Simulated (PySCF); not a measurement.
CH7F3Si3, SMILES C[SiH2][SiH2][Si](F)(F)F (B3LYP/def2-SVP optimised geometry):

```
14

Si     2.417    -0.904     0.000
F      3.010    -0.195     1.323
F      3.000    -0.086    -1.263
F      3.071    -2.378    -0.060
Si     0.085    -0.904     0.000
Si    -0.750     1.306     0.000
C     -2.639     1.337     0.057
H     -0.353    -1.661     1.212
H     -0.355    -1.656    -1.214
H     -0.171     2.008     1.185
H     -0.243     1.979    -1.233
H     -3.016     0.847     0.969
H     -3.071     0.822    -0.816
H     -3.001     2.378     0.053
```

Computed with B3LYP/def2-TZVP (PySCF).

Question: What are the frontier orbital energies and the dipole moment?

Answer: HOMO-2 -9.53 eV, HOMO-1 -9.07 eV, HOMO -8.26 eV, LUMO -0.81 eV, LUMO+1 -0.54 eV; dipole moment 3.69 D.

Meta-Löwdin charges at B3LYP/def2-TZVP: Si1 1.46, F2 -0.49, F3 -0.49, F4 -0.49, Si5 0.07, Si6 0.44, C7 -0.56, H8 -0.06, H9 -0.06, H10 -0.09, H11 -0.09, H12 0.13, H13 0.13, H14 0.13.
